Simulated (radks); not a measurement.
Initial-state core-level shifts of neutral niobium when its valence configuration changes from [Kr] 4d4 5s1. Calculated with a radial shooting solver on a logarithmic mesh with Libxc functionals: scalar-relativistic Kohn-Sham, BLYP, spin-polarised, spherical densities, point nucleus; open shells are filled with parallel spins first (spin-orbit coupling, left out, can overturn this in heavy ions). Shifts are changes of the shell-averaged eigenvalues in eV (positive: less bound).

\begin{tabular}{lrrrr}
valence & 1s & 3d & 4s & 4p \\ \hline
4d3 5s2 & -2.735 & -2.882 & -2.712 & -2.587 \\
4d5 & +1.925 & +2.069 & +1.975 & +1.874 \\
4d3 5s1 5p1 & -3.863 & -4.010 & -3.820 & -3.680 \\
4d2 5s1 5p2 & -8.198 & -8.531 & -7.962 & -7.621 \\
4d4 5p1 & -1.259 & -1.228 & -1.257 & -1.267 \\
4d1 5s1 5p3 & -12.924 & -13.465 & -12.303 & -11.712 \\
4d3.5 5s1 5p0.5 & -1.867 & -1.935 & -1.862 & -1.800 \\
4d4 5s0.5 5p0.5 & -0.650 & -0.634 & -0.650 & -0.655 \\
4d2 5s2 5p1 & -7.251 & -7.574 & -7.037 & -6.718 \\
\end{tabular}
